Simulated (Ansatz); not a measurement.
Cost and result for the atomization energy of C$_{3}$H$_{7}$AlO (12 atoms, 13 bonds).

```csv
atom,x (Å),y (Å),z (Å)
C1,-1.270,0.906,0.143
C2,0.040,0.238,-0.035
O3,0.337,-0.710,1.237
C4,0.299,-0.809,-1.120
Al5,1.807,-0.427,0.021
H6,-1.291,1.580,1.005
H7,-2.089,0.180,0.239
H8,-1.466,1.514,-0.744
H9,0.334,-0.132,2.008
H10,-0.348,-1.692,-1.131
H11,0.336,-0.327,-2.098
H12,3.311,-0.321,0.473
```

Charge 0, multiplicity 1. The bonds changed during the relaxation, so this is another structure than the one it started from. All single points use the PBE0-D4/def2-TZVP geometry. It is one conformer, not always the lowest. Program: Ansatz. All runs use 4 threads of an Arm Neoverse V2 on a shared host. Times are those of one run each, without the atoms' runs, and a repeat can differ threefold. Electronic energies, without spin–orbit coupling; frozen cores. CCSD(T)/CBS adds CCSD(T) − MP2 in def2-TZVPP to the MP2 limit, and its time is that of the two runs behind it. T1 = 0.013. B3LYP takes the VWN-RPA correlation (the form of Gaussian; ORCA's B3LYP/G).

CCSD(T)/CBS is a level of theory with its own doubt, some kJ/mol a heavy atom from the limit and from the frozen cores, so smaller differences don't rank the functionals.

| level | functions | wall time | atomization (kcal/mol) | difference from CCSD(T)/CBS | per bond |
| --- | --- | --- | --- | --- | --- |
| PBE-D4/def2-TZVPP (with forces) | 264 | 2.4 s | 1071.1 | 22.9 | 1.8 |
| PBE0-D4/def2-TZVPP | 264 | 2.5 s | 1051.1 | 2.9 | 0.2 |
| B3LYP-D4/def2-TZVPP (with forces) | 264 | 4 s | 1044.3 | -3.9 | -0.3 |
| r2SCAN-D4/def2-TZVPP (with forces) | 264 | 4.3 s | 1053.9 | 5.7 | 0.4 |
| B2PLYP/def2-TZVPP | 264 | 4.7 s | 1034.8 | -13.4 | -1.0 |
| ωB97X-V/def2-TZVPP | 264 | 7 s | 1049.4 | 1.2 | 0.1 |
| ωB97M-V/def2-TZVPP (with forces) | 264 | 10 s | 1051.3 | 3.1 | 0.2 |
| MP2/def2-QZVPP | 508 | 20 s | 1055.2 | 7.0 | 0.5 |
| CCSD(T)/def2-TZVPP | 264 | 120 s | 1021.1 | -27.1 | -2.1 |
| CCSD(T)/CBS(def2) | – | 2.3 min | 1048.2 | 0.0 | 0.0 |

In def2-TZVPP, CCSD(T) changes the Hartree–Fock value by +271.5 kcal/mol (the triples alone add +17.1 kcal/mol) and MP2 by +289.6 kcal/mol; breaking electron pairs costs correlation energy, which Hartree–Fock lacks. The D4 term adds +8.9 kcal/mol with B3LYP and +4.6 kcal/mol with PBE0; it sums over pairs of atoms, weighted by their polarisabilities, and B3LYP, whose exchange is more repulsive, gets the larger term. From PBE to PBE0 (25 % exact exchange), in def2-TZVPP and without D4, the atomization energy moves by −19.1 kcal/mol: exact exchange takes away binding that semilocal exchange gives to molecules.
